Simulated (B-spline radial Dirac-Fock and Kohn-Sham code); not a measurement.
**Core-level shifts of thallium with charge state**

These are calculated numbers from a B-spline atomic structure program; the model is Dirac-Fock ΔSCF + Breit + QED. Each ion is free and in its tabulated ground configuration. Correlation energy is missing from these numbers.

Reference: Tl³⁹⁺, [Kr] 4d6, with 1s 87270.1 eV, 2s 17102.7 eV, 2p1/2 16448.1 eV, 3s 5423.6 eV, 3d5/2 4102.3 eV. Shifts from it, in eV (a dash: the subshell is empty, belongs to an open shell averaged over j, or its hole state is left out as unreliable):

```csv
ion,configuration,1s,2s,2p1/2,3s,3d5/2
Tl⁴⁰⁺,[Kr] 4d5,?,?,?,?,?
Tl⁴¹⁺,[Kr] 4d4,+169.6,+167.0,+168.1,+150.9,+152.2
Tl⁴²⁺,[Kr] 4d3,+256.2,+252.2,+253.9,+227.7,+229.7
Tl⁴³⁺,[Kr] 4d2,+344.0,+338.5,+340.9,+305.4,+308.1
Tl⁴⁴⁺,[Kr] 4d1,+433.1,+425.9,+429.0,+383.9,+387.4
Tl⁴⁵⁺,[Ar] 3d10 4s2 4p6,+523.3,+514.5,+518.3,+463.2,+467.5
Tl⁴⁶⁺,[Ar] 3d10 4s2 4p5,+621.0,+603.5,+608.5,+542.2,+547.8
Tl⁴⁷⁺,[Ar] 3d10 4s2 4p4,+719.9,+693.4,+699.6,+621.7,+628.7
Tl⁴⁸⁺,[Ar] 3d10 4s2 4p3,+819.9,+784.2,–,+702.0,+710.3
Tl⁴⁹⁺,[Ar] 3d10 4s2 4p2,+920.9,+875.9,+884.4,+782.9,+792.6
```

**Question.** Give the missing shifts for Tl⁴⁰⁺.

**Answer.** 1s +84.2, 2s +82.9, 2p1/2 +83.5, 3s +75.0, 3d5/2 +75.7 (eV).
